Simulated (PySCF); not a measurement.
# Assignment exercise: C₇H₁₀NPSi

Mapped SMILES: `[SiH3:1][N:2]=[P@:3]12[CH:4]=[CH:5][C@H:6]([CH:7]=[CH:8]1)[CH:9]=[CH:10]2`. Hydrogens are named by the atom that carries them.

PySCF calculation with GIAO KT3/pcSseg-1 shieldings and PBE0-D3(BJ)/def2-SVP structure; in vacuum, non-relativistic Hamiltonian, one computed conformer, fast rotation and ring inversion assumed for equivalent nuclei.

Referencing at the same level of theory: TMS for ¹³C (σref 182.31) and ¹H (σref 31.32).

Task: Assign these signals to the numbered atoms. ¹³C{¹H} NMR (computed): δ 145.2, 132.3, 51.3.

Result: 
```tsv
δ (ppm)	atoms	environment	reason
145.2	C5/C7/C9	alkene CH	the olefinic region
132.3	C4/C8/C10	alkene CH	–
51.3	C6	allylic sp3 CH	a saturated carbon with 3 carbon neighbours and no heteroatom attached
```

Task: Assign these signals to the numbered atoms. ¹H NMR (400 MHz, computed): δ 7.22 (m, 3H), 6.77 (m, 3H), 4.97 (m, 3H), 4.26 (m, 1H).

Result: 
```tsv
δ (ppm)	atoms	environment	reason
7.22	H(C5)/H(C7)/H(C9)	hydrogen on an alkene CH	a vinylic proton, deshielded by the sp2 carbon and the C=C anisotropy
6.77	H(C4)/H(C8)/H(C10)	hydrogen on an alkene CH	–
4.97	H(Si1)	hydrogen on a silicon bonded to N	–
4.26	H(C6)	hydrogen on an allylic sp3 CH	–
```

Splittings by ³¹P in the carbon and heteronuclear signals aren't shown, as no couplings were computed. Shifts are as computed, not scaled to solution data. Of 1211 compounds with measured shifts, 218 miss one by over three times the rms of a fit or turn the order of signals round; such compounds aren't used in these exercises. No couplings were computed; multiplicities are counted from neighbouring protons, with m where these are inequivalent, close in shift, in a saturated or five-membered ring or joined by F or P, and br s for small geminal =CH2 splittings.
